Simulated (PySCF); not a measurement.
Species: C5H5N2S (doublet state).
Numbering: `[H]/[C:1]=[CH:2]\[c:3]1[n:4][s:5][c:6]([CH3:7])[n:8]1` (hydrogens: H9 on C1; H10 on C2; H11, H12, H13 on C7)

Cartesian coordinates in Å at the GFN2-xTB level; atoms count from 1:
```
atom  x, y, z in Å
C1    -2.765    0.960    0.885
C2    -2.453    0.097   -0.033
C3    -1.084   -0.291   -0.376
N4    -0.856   -1.182   -1.309
S5     0.746   -1.418   -1.476
C6     1.080   -0.240   -0.217
C7     2.446    0.098    0.230
N8    -0.014    0.254    0.253
H9    -2.266    1.584    1.588
H10   -3.199   -0.416   -0.629
H11    2.623   -0.329    1.217
H12    3.185   -0.294   -0.463
H13    2.551    1.178    0.312
```

The hyperfine couplings belong to this conformer and change with its torsions.

Computed with PySCF, UKS B3LYP, pcH-1 on C H N S, non-relativistic, mean-field spin-orbit, GIAO. Geometry: GFN2-xTB, one conformer, isolated molecule. GFN2-xTB frequencies show an imaginary mode (48i cm⁻¹), so this geometry is no minimum at that level. The geometry wasn't refined by DFT: couplings that depend on bond lengths, twists or pyramidal angles can differ widely from those at the functional's own minimum. No stability test was run, so a lower SCF solution isn't excluded.

Mulliken spin populations: C1 +1.069, C2 -0.164, C3 +0.072, N4 -0.027, S5 -0.003, C6 +0.008, C7 0.000, N8 -0.006, H9 +0.006, H10 +0.046, H11 0.000, H12 0.000, H13 0.000.

Give the computed dipolar 1H tensors of H11, H12, H13.

| atom | position | distance from C1 (Å) | T1 (MHz) | T2 | T3 |
| --- | --- | --- | --- | --- | --- |
| H11 | 6 bonds from C1 | 5.55 | -0.47 | -0.41 | 0.88 |
| H12 | 6 bonds from C1 | 6.23 | -0.34 | -0.33 | 0.66 |
| H13 | 6 bonds from C1 | 5.35 | -0.52 | -0.45 | 0.97 |

Estimate them with point dipoles: put each population ρk at its nucleus, leave out the nucleus itself and the atom bound to it, and sum T = Σ [ρk/(2S)]·C·(3 n nᵀ − 1)/r³ with C = μ0 gₑ μB g_N μN/(4π h) = 79.06 MHz Å³.

```
atom  T1 (MHz)     T2    T3  T3, computed  difference in T3 (%)
 H11     -0.52  -0.46  0.98          0.88                   +12
 H12     -0.40  -0.38  0.78          0.66                   +17
 H13     -0.57  -0.49  1.06          0.97                   +10
```

In T3 the estimate is closest for H13 (+10 %, 5.35 Å from C1) and worst for H12 (+17 %, 6.23 Å).

If all the spin sat on C1, T∥ = 2C/r³. What distance does the computed T3 of H12 then imply?

r = (2 × 79.06/0.66)^(1/3) = 6.20 Å, against 6.23 Å in the structure.
